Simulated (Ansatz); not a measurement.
`[CH3][Zn][CH2]O` + H₂S → `[CH3][Zn][CH2]S` + H₂O  (substitution at a C–O bond)

Computed with Ansatz on PBE0-D4/def2-TZVP structures; ΔE is electronic, products minus reactants. CCSD(T)/CBS adds triple-zeta CCSD(T) − MP2 to the extrapolated MP2 energy (def2 sets, frozen cores). This one scheme is used for every species. Functionals use def2-TZVPP. B3LYP here is the variant with VWN-RPA as its local correlation; programs differ in this. For Zn outer-core shells are correlated without core-valence functions, which leaves a few kJ/mol of doubt a bond. Scalar relativity is left out up to krypton. Each species was taken in one conformer, which may not be the lowest.

`[CH3][Zn][CH2]O`:

Cartesian coordinates in Å:
```
C -0.191 -0.208 2.196
Zn -0.186 0.113 0.278
C -0.116 0.426 -1.671
O 1.090 -0.055 -2.281
H 0.666 -0.818 2.496
H -1.100 -0.731 2.505
H -0.140 0.733 2.749
H -0.116 1.507 -1.843
H -0.999 0.046 -2.201
H 1.092 -1.012 -2.229
```

H₂S:

```xyz
3

S    -0.256   -0.052   -0.561
H    -0.689    0.419    0.617
H     0.945   -0.367   -0.056
```

`[CH3][Zn][CH2]S`:

Cartesian coordinates in Å:
```
C 1.441 -1.603 -0.168
Zn 0.397 0.028 -0.104
C -0.727 1.618 0.016
S -2.278 1.189 0.867
H 1.203 -2.187 -1.060
H 2.511 -1.380 -0.188
H 1.243 -2.226 0.707
H -0.939 2.131 -0.923
H -0.247 2.344 0.678
H -2.603 0.086 0.174
```

H₂O:

```xyz
3

O     0.025    0.263    0.286
H    -0.764   -0.012   -0.186
H     0.738   -0.251   -0.100
```

CCSD(T)/CBS gives -73.6 kJ/mol.

(1) Another level gave -67.0 kJ/mol. Which?
A. CCSD(T)/def2-TZVPP
B. B3LYP-D4/def2-TZVPP
C. MP2/def2-TZVPP
D. B3LYP/def2-TZVPP

Largest T1 diagnostic among the species: 0.013.

Answers

(1) A. CCSD(T)/def2-TZVPP -67.0, B3LYP -55.5, B3LYP-D4 -60.7, MP2/def2-TZVPP -76.5 kJ/mol.

The D4 term adds −5.3 kJ/mol with B3LYP and −2.8 kJ/mol with PBE0; it sums over pairs of atoms, weighted by their polarisabilities, and B3LYP, whose exchange is more repulsive, gets the larger term. In def2-TZVPP, CCSD(T) changes the Hartree–Fock value by −8.1 kJ/mol (the triples alone add −1.7 kJ/mol) and MP2 by −17.6 kJ/mol.
